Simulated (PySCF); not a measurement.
C$_{2}$H$_{2}$Cl (SMILES [CH]=CCl), doublet, at a GFN2-xTB geometry; TPSS/cc-pVDZ (PySCF).

The PySCF input:
```python
from pyscf import gto, scf, dft

mol = gto.M(
    atom='''
C    -0.15812136    0.84949158    0.00022359
C     0.97259348    1.42818972    0.01535444
Cl   -0.33990486   -0.95740851   -0.00651845
H    -1.13412407    1.30084788   -0.01044600
H     2.02567392    1.30900905    0.02779152
''',
    basis='cc-pvdz',
    spin=1,
    verbose=4,
)

mf = dft.UKS(mol)
mf.xc = 'tpss'
mf.grids.becke_scheme = dft.gen_grid.stratmann
mf.kernel()
```

Predict the main parts of the log of this PySCF run.


```
PySCF version 2.14.0

[INPUT] verbose = 4
[INPUT] num. atoms = 5
[INPUT] num. electrons = 31
[INPUT] charge = 0
[INPUT] spin (= nelec alpha-beta = 2S) = 1
[INPUT] symmetry False subgroup None
[INPUT] Mole.unit = angstrom
[INPUT] Symbol           X                Y                Z      unit          X                Y                Z       unit  Magmom
[INPUT]  1 C     -0.158121360000   0.849491580000   0.000223590000 AA   -0.298806064844   1.605306431324   0.000422523864 Bohr   0.0
[INPUT]  2 C      0.972593480000   1.428189720000   0.015354440000 AA    1.837935307738   2.698887424719   0.029015686396 Bohr   0.0
[INPUT]  3 Cl    -0.339904860000  -0.957408510000  -0.006518450000 AA   -0.642327093809  -1.809239873228  -0.012318085257 Bohr   0.0
[INPUT]  4 H     -1.134124070000   1.300847880000  -0.010446000000 AA   -2.143183883577   2.458246222921  -0.019740079097 Bohr   0.0
[INPUT]  5 H      2.025673920000   1.309009050000   0.027791520000 AA    3.827968926474   2.473668599077   0.052518361385 Bohr   0.0

nuclear repulsion = 80.088202150475
number of shells = 21
number of NR pGTOs = 107
number of NR cGTOs = 56
basis = cc-pvdz
ecp = {}

******** <class 'pyscf.dft.uks.UKS'> ********
method = UKS
initial guess = minao
damping factor = 0
level_shift factor = 0
DIIS = <class 'pyscf.scf.diis.CDIIS'>
diis_start_cycle = 1
diis_space = 8
diis_damp = 0
SCF conv_tol = 1e-09
SCF conv_tol_grad = None
SCF max_cycles = 50
direct_scf = True
direct_scf_tol = 1e-13
number electrons alpha = 16  beta = 15
XC library pyscf.dft.libxc version 7.1.2
    S. Lehtola, C. Steigemann, M. J. T. Oliveira, and M. A. L. Marques,  SoftwareX 7, 1–5 (2018)
XC functionals = tpss
    J. Tao, J. P. Perdew, V. N. Staroverov, and G. E. Scuseria,  Phys. Rev. Lett. 91, 146401 (2003)
    J. P. Perdew, J. Tao, V. N. Staroverov, and G. E. Scuseria,  J. Chem. Phys. 120, 6898 (2004)
    J. Tao, J. P. Perdew, V. N. Staroverov, and G. E. Scuseria,  Phys. Rev. Lett. 91, 146401 (2003)
    J. P. Perdew, J. Tao, V. N. Staroverov, and G. E. Scuseria,  J. Chem. Phys. 120, 6898 (2004)
radial grids:
    Treutler-Ahlrichs [JCP 102, 346 (1995); DOI:10.1063/1.469408] (M4) radial grids

becke partition: Stratmann, Scuseria, Frisch. CPL, 257, 213 (1996); DOI:10.1016/0009-2614(96)00600-8
pruning grids: <function nwchem_prune>
grids dens level: 3
symmetrized grids: False
atomic radii adjust function: <function treutler_atomic_radii_adjust>
small_rho_cutoff = 0
Set gradient conv threshold to 3.16228e-05
tot grids = 66736
init E= -537.756536150395

cycle= 1 E= -537.527307961411  delta_E= 0.229  |g|= 0.162  |ddm|= 1.59
cycle= 2 E= -537.535834820534  delta_E= -0.00853  |g|= 0.132  |ddm|= 0.355
cycle= 3 E= -537.546177584654  delta_E= -0.0103  |g|= 0.0182  |ddm|= 0.174
cycle= 4 E= -537.546144145575  delta_E= 3.34e-05  |g|= 0.0231  |ddm|= 0.0425
cycle= 5 E= -537.546465785386  delta_E= -0.000322  |g|= 0.00647  |ddm|= 0.0257
cycle= 6 E= -537.546502353266  delta_E= -3.66e-05  |g|= 0.00261  |ddm|= 0.00929
cycle= 7 E= -537.546511103711  delta_E= -8.75e-06  |g|= 0.00181  |ddm|= 0.00605
cycle= 8 E= -537.546514684519  delta_E= -3.58e-06  |g|= 0.000625  |ddm|= 0.00362
cycle= 9 E= -537.546515287522  delta_E= -6.03e-07  |g|= 0.000104  |ddm|= 0.00182
cycle= 10 E= -537.546515305262  delta_E= -1.77e-08  |g|= 2.11e-05  |ddm|= 0.000321
cycle= 11 E= -537.5465153058  delta_E= -5.37e-10  |g|= 7.86e-06  |ddm|= 5.28e-05
Extra cycle  E= -537.546515305827  delta_E= -2.77e-11  |g|= 7.09e-06  |ddm|= 1.95e-05
converged SCF energy = -537.546515305827  <S^2> = 0.76178266  2S+1 = 2.0117482
```
